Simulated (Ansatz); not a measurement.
Gas-phase electronic energies from Ansatz, PBE0-D4/def2-TZVP geometries. CCSD(T)/CBS is the MP2 limit (def2-TZVPP, def2-QZVPP) plus CCSD(T) − MP2 in def2-TZVPP, frozen cores. This one scheme is used for every species, atoms too. DFT in def2-TZVPP. Open shells (•) are unrestricted, without spin–orbit coupling. Spin–orbit coupling would lower the free atoms: a little for B, C, Cl. Each species was taken in one conformer, which may not be the lowest.

Reaction (atomization): `B/C=C(\Cl)C=C` → B• + 4 C• + Cl• + 6 H•

```
        level  ΔE (eV)
   r2SCANh-D4    50.83
 CAM-B3LYP-D4    50.89
      ωB97M-V    50.86
CCSD/def2-SVP    47.93
```

(1) What does CCSD(T)/CBS give? (Estimate.)

Largest T1 diagnostic among the species: 0.014.

Answers

(1) The calculation gave: +50.51 eV. The listed levels differ from it by 0.32, 0.38, 0.35, -2.58 eV.

In def2-TZVPP, CCSD(T) changes the Hartree–Fock value by +11.42 eV (the triples alone add +0.89 eV) and MP2 by +12.57 eV; breaking electron pairs costs correlation energy, which Hartree–Fock lacks. From BLYP to BHLYP (50 % exact exchange), in def2-TZVPP and without D4, ΔE moves by −1.15 eV: exact exchange takes away binding that semilocal exchange gives to molecules. Leaving LDA and LC-ωPBE aside and taking each functional with its dispersion term where it has one, the values, not all of them listed here, spread over 2.92 eV, from BHLYP-D4 to PBE-D4. LDA lies +6.23 eV from PBE without D4, its usual overbinding.

For atomizations the MP2-based limit and the directly extrapolated one differ by several kJ/mol either way, and by 10 to 25 for some Ge, Se and Sn compounds, so smaller differences from it don't rank the levels.
